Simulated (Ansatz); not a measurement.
Geometry optimisation, UHF/STO-3G in Ansatz.

The input (input.yaml):

```yaml
crystal:
  periodic: [false, false, false]
  atoms:
    - { symbol: "N", position_ang: [-0.622, -1.42, 0.5164] }
    - { symbol: Si, position_ang: [0.5434, -0.0708, 0.3987] }
    - { symbol: Cl, position_ang: [2.4823, -0.5836, 0.8782] }
    - { symbol: O, position_ang: [0.6177, 0.5432, -1.1665] }
    - { symbol: B, position_ang: [0.0407, 1.6779, -0.4293] }
    - { symbol: F, position_ang: [-0.9521, 2.7437, -0.2836] }
    - { symbol: H, position_ang: [-1.5747, -0.9365, 0.3254] }
    - { symbol: H, position_ang: [-0.4433, -2.0109, -0.2951] }
magnetization:
  spin_polarized: true
basis:
  gaussian: { orbitals: STO-3G }
hamiltonian:
  xc: hf
relax:
  f_tol: 0.02
  max_steps: 40
output:
  orbitals: {}
```

Launched with:

```bash
$ ansatz run input.yaml --threads 1 --pin off --max-ram 2048MiB --backend cpu --events-out ev --progress --plain --runs-dir out
```

Where does it end, and by what steps?

The run converged. Limits of this set-up: minimal basis. After 24 steps the energy has fallen by 2.354 eV; H7 moved furthest, 0.85 Å.

```json
{"step": "0", "energy less start (eV)": "0.0000", "largest force component (eV/Å)": "5.104", "accepted": "yes"}
{"step": "1", "energy less start (eV)": "-1.8030", "largest force component (eV/Å)": "3.303", "accepted": "yes"}
{"step": "2", "energy less start (eV)": "-2.1906", "largest force component (eV/Å)": "1.219", "accepted": "yes"}
{"step": "3", "energy less start (eV)": "-2.2581", "largest force component (eV/Å)": "0.468", "accepted": "yes"}
{"step": "4", "energy less start (eV)": "-2.2795", "largest force component (eV/Å)": "0.271", "accepted": "yes"}
{"step": "5", "energy less start (eV)": "-2.2943", "largest force component (eV/Å)": "0.151", "accepted": "yes"}
{"step": "6", "energy less start (eV)": "-2.2976", "largest force component (eV/Å)": "0.100", "accepted": "yes"}
{"step": "7", "energy less start (eV)": "-2.2994", "largest force component (eV/Å)": "0.145", "accepted": "yes"}
{"step": "8", "energy less start (eV)": "-2.3010", "largest force component (eV/Å)": "0.185", "accepted": "yes"}
{"step": "9", "energy less start (eV)": "-2.3014", "largest force component (eV/Å)": "0.120", "accepted": "yes"}
{"step": "10", "energy less start (eV)": "-2.3029", "largest force component (eV/Å)": "0.345", "accepted": "yes"}
{"step": "11", "energy less start (eV)": "-2.3039", "largest force component (eV/Å)": "0.168", "accepted": "yes"}
{"step": "12", "energy less start (eV)": "-2.3050", "largest force component (eV/Å)": "0.254", "accepted": "yes"}
{"step": "13", "energy less start (eV)": "-2.3050", "largest force component (eV/Å)": "0.250", "accepted": "yes"}
{"step": "14", "energy less start (eV)": "-2.2593", "largest force component (eV/Å)": "2.360", "accepted": "no"}
{"step": "15", "energy less start (eV)": "-2.3146", "largest force component (eV/Å)": "0.503", "accepted": "yes"}
{"step": "16", "energy less start (eV)": "-2.3311", "largest force component (eV/Å)": "0.435", "accepted": "yes"}
{"step": "17", "energy less start (eV)": "-2.3320", "largest force component (eV/Å)": "0.921", "accepted": "yes"}
{"step": "18", "energy less start (eV)": "-2.3496", "largest force component (eV/Å)": "0.224", "accepted": "yes"}
{"step": "19", "energy less start (eV)": "-2.3495", "largest force component (eV/Å)": "0.181", "accepted": "no"}
{"step": "20", "energy less start (eV)": "-2.3521", "largest force component (eV/Å)": "0.068", "accepted": "yes"}
{"step": "21", "energy less start (eV)": "-2.3531", "largest force component (eV/Å)": "0.045", "accepted": "yes"}
{"step": "22", "energy less start (eV)": "-2.3537", "largest force component (eV/Å)": "0.056", "accepted": "yes"}
{"step": "23", "energy less start (eV)": "-2.3539", "largest force component (eV/Å)": "0.021", "accepted": "yes"}
{"step": "24", "energy less start (eV)": "-2.3539", "largest force component (eV/Å)": "0.006", "accepted": "yes"}
```

```xyz
8
Properties=species:S:1:pos:R:3
N -0.733 -1.342 0.089
Si 0.263 0.039 0.273
Cl 2.158 -0.542 0.961
O 0.486 0.853 -1.234
B -0.038 1.731 -0.380
F -0.394 2.973 -0.403
H -1.361 -1.564 0.861
H -0.288 -2.205 -0.223
```

Whether the end is a true minimum wasn't checked by a vibrational analysis.

Time of the run: 95 s on 1 thread of Intel(R) Xeon(R) Platinum 8259CL CPU @ 2.50GHz (Skylake/Cascade Lake) (shared host), peak memory 0.21 GiB.
